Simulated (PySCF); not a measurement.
Converging KF in the basis (PBE0)

PySCF, UKS reference; singlet, unpaired electrons none; De to K + F without counterpoise correction.

```json
{"basis": "x2c-SVPall", "relativity": "spin-free X2C", "functions": "38", "Re (Å)": "2.138", "ωe (cm⁻¹)": "493", "De (eV)": "4.43", "μ (D)": "-7.76"}
{"basis": "def2-SVPD", "relativity": "no relativity", "functions": "50", "Re (Å)": "2.218", "ωe (cm⁻¹)": "420", "De (eV)": "4.92", "μ (D)": "-9.02"}
{"basis": "x2c-TZVPall", "relativity": "spin-free X2C", "functions": "64", "Re (Å)": "2.187", "ωe (cm⁻¹)": "427", "De (eV)": "4.73", "μ (D)": "-8.53"}
```

Question: How does each smaller set differ from the one with most functions, x2c-TZVPall?

Answer: x2c-SVPall: -4.9 pm, +15.5 % in ωe, -0.30 eV in De; def2-SVPD: +3.1 pm, -1.6 % in ωe, +0.19 eV in De. All at PBE0; the set with most functions is neither the basis-set limit nor always the best. The rows treat relativity differently, so the differences are not basis effects alone.

A positive dipole means K(−)F(+).
